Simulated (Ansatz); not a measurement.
SiH2Me(NHMe) (C2H9NSi), 13 atoms. Hardware: 2 threads of Arm Neoverse V1 on a shared host.

Correlated methods freeze 8 core orbitals.

(1) How many basis functions does each of these Ansatz runs have, and roughly what does it cost? PBE0-D4/def2-SVP, charge 0 singlet, energy with a search over starts; ωB97X-V/def2-TZVP, charge 0 singlet, energy, from earlier orbitals; PBE-D4/def2-SVP, charge 0 singlet, relaxation, 8 steps; r2SCAN0-D4/def2-TZVP, charge 0 singlet, energy, from earlier orbitals; PBE-D4/def2-TZVP, charge 0 singlet, energy and forces, from earlier orbitals; PBE-D4/def2-SVP, charge 0 singlet, energy, from earlier orbitals; RPA@PBE/def2-TZVP, charge 0 singlet, energy, from earlier orbitals; PBE0-D4/def2-TZVP, charge 0 singlet, energy, from earlier orbitals; HF/STO-3G, charge 0 singlet, energy; CCSD(T)/def2-TZVP, charge 0 singlet, energy, from earlier orbitals; r2SCAN-D4/def2-TZVP, charge 0 singlet, energy, from earlier orbitals; PBE0-D4/def2-SVP, charge 0 singlet, energy, from earlier orbitals.

Answers

(1) Other jobs shared the machine, so times can vary by a factor of up to 3. A dash marks memory too small to be measured apart from the calling script's.

| run | functions | fitting or Cholesky vectors | wall time | peak host memory (GiB) |
| --- | --- | --- | --- | --- |
| HF/STO-3G, charge 0 singlet, energy | 33 | 430 | 0.15 s | – |
| PBE-D4/def2-SVP, charge 0 singlet, energy, from earlier orbitals | 105 | 1206 | 1.3 s | – |
| PBE0-D4/def2-SVP, charge 0 singlet, energy, from earlier orbitals | 105 | 1206 | 1.6 s | – |
| PBE0-D4/def2-SVP, charge 0 singlet, energy with a search over starts | 105 | 1206 | 2.6 s | – |
| PBE-D4/def2-TZVP, charge 0 singlet, energy and forces, from earlier orbitals | 184 | 1163 | 3 s | – |
| PBE0-D4/def2-TZVP, charge 0 singlet, energy, from earlier orbitals | 184 | 1179 | 3.1 s | – |
| r2SCAN-D4/def2-TZVP, charge 0 singlet, energy, from earlier orbitals | 184 | 1163 | 4.3 s | – |
| r2SCAN0-D4/def2-TZVP, charge 0 singlet, energy, from earlier orbitals | 184 | 1179 | 5 s | – |
| RPA@PBE/def2-TZVP, charge 0 singlet, energy, from earlier orbitals | 184 | 1261 | 5.5 s | – |
| ωB97X-V/def2-TZVP, charge 0 singlet, energy, from earlier orbitals | 184 | 1163 | 10 s | – |
| PBE-D4/def2-SVP, charge 0 singlet, relaxation, 8 steps | 105 | 1206 | 15 s | – |
| CCSD(T)/def2-TZVP, charge 0 singlet, energy, from earlier orbitals | 184 | 1261 | 55 s | 2 |
